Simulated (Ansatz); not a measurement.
Two structures of BH2ClF2, singlet, reached by relaxing down either side of one saddle point (PBE0-D4/def2-TZVP). Energies are electronic, without zero-point energy. Ansatz 0.2.0; basis: def2-TZVPP and def2-QZVPP; cores frozen in the correlated methods. Extrapolation: Hartree–Fock as exp(−7.88 √X), correlation as X^−2.97. First:

```tsv
atom	x (Å)	y (Å)	z (Å)
B1	-0.3137	0.7094	-0.7786
H2	0.8620	0.8934	-0.7159
F3	-0.8162	-0.1638	-1.6224
F4	-1.1474	1.4165	-0.0491
H5	1.3406	-1.3638	1.6520
Cl6	0.0748	-1.4917	1.5140
```

Second:

B1  (-0.967, -0.154, -0.049)
H2  (1.882, 0.708, -0.315)
F3  (-0.846, -0.483, -1.312)
F4  (-1.178, 1.101, 0.265)
H5  (1.978, 0.196, 0.219)
Cl6  (-0.868, -1.369, 1.193)
(Å)

Q: Which bonds change from the first to the second?

A: BHF₂ ([F][BH][F]) + HCl → BClF₂ ([F][B]([F])[Cl]) + H₂; bonds formed: B1–Cl6, H2–H5; bonds broken: B1–H2, H5–Cl6.

Q: Give the saddle point's structure and its height above each. (Judge from chemistry; the value comes from the calculation.)

A: Computed: 1.351 eV above the first and 1.849 eV above the second (CCSD(T) at an estimated basis limit (MP2 extrapolated from triple and quadruple zeta, plus CCSD(T) − MP2 in triple zeta)).
```json
{"atom": "B1", "x (Å)": "-0.2609", "y (Å)": "0.2221", "z (Å)": "-0.2780"}
{"atom": "H2", "x (Å)": "1.0384", "y (Å)": "0.4459", "z (Å)": "-0.2293"}
{"atom": "F3", "x (Å)": "-0.6026", "y (Å)": "-0.3684", "z (Å)": "-1.4106"}
{"atom": "F4", "x (Å)": "-0.9417", "y (Å)": "1.2496", "z (Å)": "0.2004"}
{"atom": "H5", "x (Å)": "0.8777", "y (Å)": "-0.3052", "z (Å)": "0.4913"}
{"atom": "Cl6", "x (Å)": "-0.1109", "y (Å)": "-1.2440", "z (Å)": "1.2262"}
```

The T1 diagnostic stays at or below 0.013. The start structure is not quite a true minimum (one mode of 60i cm⁻¹). The end structure is not quite a true minimum (one mode of 66i cm⁻¹).

Labels in which every atom is bracketed show which atoms are joined, not bond orders.

For scale, one of the runs: CCSD(T)/def2-TZVPP, 163 basis functions, launched by `ansatz run in.yaml --threads 2 --pin off --events-out ev --progress --plain --max-ram 4352MiB`. Time: 39 s of wall clock on 2 CPU threads of an Arm Neoverse V1; the host was shared. Peak host memory: 1.3 GiB.
